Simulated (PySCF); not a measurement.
Compound: C3H7BrGe.
Numbering: `[GeH3:1][C@@H:2]1[CH2:3][C@H:4]1[Br:5]` (hydrogens: H6, H7, H8 on Ge1; H9 on C2; H10, H11 on C3; H12 on C4)

A GFN2-xTB structure was refined with PySCF, PBE0-D3(BJ)/def2-SVP geometry optimisation, gas phase. Its GFN2-xTB values:

```tsv
coordinate	GFN2-xTB
Ge1–C2	1.980 Å
Ge1–H6	1.454 Å
C2–C3	1.519 Å
C2–C4	1.475 Å
C2–H9	1.102 Å
C3–C4	1.498 Å
C3–H10	1.071 Å
C3–H11	1.078 Å
C4–Br5	1.950 Å
C4–H12	1.064 Å
Ge1–C2–C3	120.3°
Ge1–C2–C4	118.5°
C2–C3–C4	58.5°
C2–C4–C3	61.5°
C2–C4–Br5	118.8°
C3–C2–C4	60.0°
C3–C4–Br5	116.5°
Ge1–C2–C3–C4	-108°
```

Task: How do these coordinates change at the PBE0-D3(BJ)/def2-SVP level?

Result: 
```json
{"coordinate": "Ge1–H6", "PBE0-D3(BJ)/def2-SVP (Å or °)": "1.539", "change": "+0.085"}
{"coordinate": "C4–Br5", "PBE0-D3(BJ)/def2-SVP (Å or °)": "1.914", "change": "-0.036"}
{"coordinate": "Ge1–C2", "PBE0-D3(BJ)/def2-SVP (Å or °)": "1.945", "change": "-0.035"}
{"coordinate": "C4–H12", "PBE0-D3(BJ)/def2-SVP (Å or °)": "1.093", "change": "+0.029"}
{"coordinate": "C3–H10", "PBE0-D3(BJ)/def2-SVP (Å or °)": "1.095", "change": "+0.024"}
{"coordinate": "C2–C4", "PBE0-D3(BJ)/def2-SVP (Å or °)": "1.497", "change": "+0.022"}
{"coordinate": "C3–H11", "PBE0-D3(BJ)/def2-SVP (Å or °)": "1.093", "change": "+0.015"}
{"coordinate": "C3–C4", "PBE0-D3(BJ)/def2-SVP (Å or °)": "1.488", "change": "-0.010"}
{"coordinate": "C2–H9", "PBE0-D3(BJ)/def2-SVP (Å or °)": "1.095", "change": "-0.007"}
{"coordinate": "C2–C3", "PBE0-D3(BJ)/def2-SVP (Å or °)": "1.512", "change": "-0.007"}
{"coordinate": "C3–C4–Br5", "PBE0-D3(BJ)/def2-SVP (Å or °)": "119.8", "change": "+3.3"}
{"coordinate": "Ge1–C2–C4", "PBE0-D3(BJ)/def2-SVP (Å or °)": "120.2", "change": "+1.7"}
{"coordinate": "C2–C3–C4", "PBE0-D3(BJ)/def2-SVP (Å or °)": "59.8", "change": "+1.3"}
{"coordinate": "Ge1–C2–C3", "PBE0-D3(BJ)/def2-SVP (Å or °)": "121.5", "change": "+1.2"}
{"coordinate": "C2–C4–Br5", "PBE0-D3(BJ)/def2-SVP (Å or °)": "119.8", "change": "+1.0"}
{"coordinate": "C3–C2–C4", "PBE0-D3(BJ)/def2-SVP (Å or °)": "59.3", "change": "-0.7"}
{"coordinate": "C2–C4–C3", "PBE0-D3(BJ)/def2-SVP (Å or °)": "60.9", "change": "-0.6"}
{"coordinate": "Ge1–C2–C3–C4", "PBE0-D3(BJ)/def2-SVP (Å or °)": "-109", "change": "-1"}
```

The energy falls by 3.8 kcal/mol over 5 energy and gradient evaluations, the largest force component goes from 0.0308 to 3.1e-04 Eh/bohr, and the atoms move by 0.043 Å rms after alignment. The bond that changes most is Ge1–H6 (ends: germanium bonded to C and 3 H; Ge–H hydrogen), which lengthens by 0.085 Å. Bonds longer at the end by more than 0.005 Å: 7 of 12; shorter: 5. Rotational constants go from 7243, 569.8, 545.0 to 7035, 580.5, 553.5 MHz.

The run used 141 basis functions and 32 SCF cycles in all. On one thread, Arm Neoverse V2 (aarch64), shared host with 96 logical CPUs at a one-minute load of 35, this took 49 s and 0.54 GiB of memory at its peak.

Not checked by PBE0-D3(BJ)/def2-SVP frequencies.
